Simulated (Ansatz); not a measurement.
Au2I. Charge 0, multiplicity 4. Geometry PBE0-D4/def2-TZVP; atoms count from 1.

| atom | x (Å) | y (Å) | z (Å) |
| --- | --- | --- | --- |
| Au1 | -1.332 | 0.756 | 0.286 |
| Au2 | 0.307 | -0.373 | -1.479 |
| I3 | 1.025 | -0.383 | 1.193 |

In the def2 sets Au, I take a core potential; there is no spin–orbit coupling. At PBE0-D4/def2-TZVP a doublet of charge 0 lies 2.03 eV below the quartet, each at its own geometry. The structure comes from a short search, and lower isomers may exist.

(1) Estimate the Mulliken populations from the PBE0/def2-TZVP orbitals of Ansatz.

(2) Where does the spin sit?

(3) And the Mayer bond orders between bonded heavy atoms (over 0.3)?

Results:

(1) 
```csv
atom,charge (e),spin (α − β),d electrons
Au1,0.07,1.10,9.55
Au2,0.07,1.10,9.55
I3,-0.14,0.80,–
```
Mulliken values and Mayer orders depend strongly on the basis.

(2) Summed by element: Au 2.20, I 0.80, of 3 unpaired in all. Largest on single atoms: Au2 1.10, Au1 1.10, I3 0.80.

(3) Au1–Au2 0.39 (2.66 Å); Au1–I3 0.57 (2.77 Å); Au2–I3 0.57 (2.77 Å).
